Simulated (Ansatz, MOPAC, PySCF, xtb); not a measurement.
Dissociation curve of SMILES [SiH3]N([SiH3])[SiH3], singlet. The N1–Si10 bond (N1 also carries Si, Si; Si10 carries H, H, H) is varied alone, starting from the PBE0/def2-SVP optimised geometry.

Levels: GFN1-xTB (xtb); RHF/3-21G = restricted Hartree-Fock/3-21G run with PySCF; UKS-PBE0 = unrestricted PBE0/def2-SVP run with Ansatz (an electronic-structure program); PM7, restricted, heats of formation (MOPAC); UHF/3-21G = unrestricted Hartree-Fock/3-21G in PySCF.

Energies are in kcal/mol, each relative to the lowest point of its own curve near equilibrium.

```tsv
R / Å	GFN1-xTB	RHF/3-21G	UKS-PBE0	PM7	UHF/3-21G
1.46	45.8	52.8	43.8	57.8	52.8
1.53	23.1	28.0	22.6	34.5	28.0
1.66	3.7	4.8	3.4	9.0	4.8
1.69	1.9	2.4	1.6	5.7	2.4
1.76	0.0	0.0	0.0	1.1	0.0
1.82	0.4	0.7	1.0	0.0	0.7
1.90	2.8	4.4	4.6	1.7	4.4
1.97	6.2	9.6	9.3	5.6	9.6
2.15	17.9	27.5	24.9	21.7	27.5
2.31	30.1	45.5	40.3	39.5	45.5
2.58	50.8	75.4	65.1	69.2	74.4
2.89	71.9	105.2	88.9	97.3	89.9
3.26	91.1	133.8	103.4	121.2	91.5
3.66	104.7	157.3	106.3	137.7	90.6
4.31	115.3	183.0	107.0	152.3	90.7
5.08	119.0	197.1	107.3	162.0	91.0
```

At the longest distance, 5.08 Å, RHF/3-21G lies highest above its minimum (197.1 kcal/mol) and UHF/3-21G lowest (91.0 kcal/mol).

The restricted form behind RHF/3-21G, PM7 keeps the bonding electrons paired and can't separate into open-shell fragments. The unrestricted determinant behind UKS-PBE0 is spin-contaminated at 2.89 to 5.08 Å (<S²> up to 1.0, against 0.00 for a pure singlet). The unrestricted determinant behind UHF/3-21G is spin-contaminated at 2.58 to 5.08 Å (<S²> up to 1.0, against 0.00 for a pure singlet).
